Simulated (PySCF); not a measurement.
Highest orbital energy against ionisation energy along the 4p block

Calculated with PySCF 2.14, no spin-orbit coupling. Each cell gives −ε(HOMO) / ΔSCF in eV; NIST values include spin-orbit coupling, (s) semi-empirical, (t) theoretical.

| species | UHF | LDA | PBE | PBE0 | r2SCAN | NIST (lowest levels) |
| --- | --- | --- | --- | --- | --- | --- |
| Ga⁺ (aug-cc-pVTZ-PP with ECP10MDF, ECP) | 19.028 / 18.749 | 16.597 / 21.103 | 16.230 / 20.678 | 17.144 / 20.365 | 16.571 / 20.482 | 20.515 |
| Ge⁺ (aug-cc-pVTZ-PP with ECP10MDF, ECP) | 15.569 / 15.250 | 11.641 / 15.815 | 11.640 / 15.692 | 12.770 / 15.744 | 12.044 / 15.931 | 15.935 |
| As⁺ (aug-cc-pVTZ-PP with ECP10MDF, ECP) | 18.440 / 17.979 | 13.984 / 18.579 | 13.964 / 18.430 | 15.248 / 18.503 | 14.417 / 18.685 | 18.589 |
| Se⁺ (aug-cc-pVTZ-PP with ECP10MDF, ECP) | 21.425 / 20.842 | 16.382 / 21.392 | 16.356 / 21.239 | 17.809 / 21.349 | 16.889 / 21.547 | 21.196 ± 0.01 |
| Br⁺ (aug-cc-pVTZ-PP with ECP10MDF, ECP) | 21.081 / 20.231 | 16.552 / 21.568 | 16.453 / 21.303 | 17.865 / 21.329 | 16.845 / 21.400 | 21.591 |
| Kr⁺ (aug-cc-pVTZ-PP with ECP10MDF, ECP) | 24.220 / 23.240 | 19.126 / 24.552 | 19.001 / 24.255 | 20.573 / 24.308 | 19.445 / 24.397 | 24.360 |

Problem. How far is −ε(HOMO) from ΔSCF on average for each method, and why?

Solution. UHF 0.58 eV; LDA -4.79 eV; PBE -4.66 eV; PBE0 -3.36 eV; r2SCAN -4.37 eV. Hartree-Fock orbital energies lack relaxation and so exceed the ΔSCF value; semilocal functionals have convex E(N) from self-interaction, so their HOMO lies far too high; exact exchange moves hybrids part of the way back.
